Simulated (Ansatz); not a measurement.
`C=NC(F)[SiH3]` → `N/C=C(\F)[SiH3]`  (isomerisation)

Computed with Ansatz on PBE0-D4/def2-TZVP structures; ΔE is electronic, products minus reactants. CCSD(T)/CBS adds triple-zeta CCSD(T) − MP2 to the extrapolated MP2 energy (def2 sets, frozen cores). DFT in def2-TZVPP. Each species was taken in one conformer, which may not be the lowest.

`C=NC(F)[SiH3]`:

Cartesian coordinates in Å:
```
C -1.785 -0.784 -0.555
N -1.099 -0.260 0.367
C -0.131 0.720 0.092
F -0.096 1.149 -1.242
Si 1.597 0.032 0.552
H -2.505 -1.554 -0.289
H -1.695 -0.501 -1.605
H -0.359 1.605 0.697
H 1.829 -1.196 -0.247
H 1.629 -0.272 2.003
H 2.616 1.061 0.228
```

`N/C=C(\F)[SiH3]`:

```xyz
11

N    -0.249    0.297   -2.189
C     0.091   -0.211   -0.963
C    -0.179    0.365    0.215
F    -0.914    1.522    0.176
Si    0.351   -0.243    1.878
H    -0.941    1.028   -2.187
H    -0.337   -0.357   -2.946
H     0.670   -1.127   -0.964
H     1.103   -1.505    1.648
H     1.224    0.739    2.575
H    -0.819   -0.510    2.757
```

```
             level  ΔE (kJ/mol)
         revPBE-D4        -34.9
          BHLYP-D4        -36.6
          PBE-QIDH        -39.4
           r2SCANh        -41.4
         CAM-B3LYP        -37.1
  CCSD(T)/def2-SVP        -15.5
SCS-MP2/def2-TZVPP        -27.9
SCS-MP2/def2-QZVPP        -31.8
```

Problem. What does CCSD(T)/CBS give? (An estimate is asked.)

Solution. The calculation gave: -34.1 kJ/mol. The listed levels differ from it by -0.8, -2.5, -5.3, -7.3, -3.0, 18.6, 6.2, 2.3 kJ/mol.

Largest T1 diagnostic among the species: 0.013.

Leaving LDA and LC-ωPBE aside and taking each functional with its dispersion term where it has one, the values, not all of them listed here, spread over 10.0 kJ/mol, from r2SCAN0-D4 to ωB97X-V. LDA lies −10.6 kJ/mol from PBE without D4. At CCSD(T), def2-SVP lies +18.7 kJ/mol from the extrapolated value and def2-TZVPP +6.0 kJ/mol.

CCSD(T)/CBS has its own doubt, a few kJ/mol and more with outer-core shells, so smaller differences from it don't rank the levels.
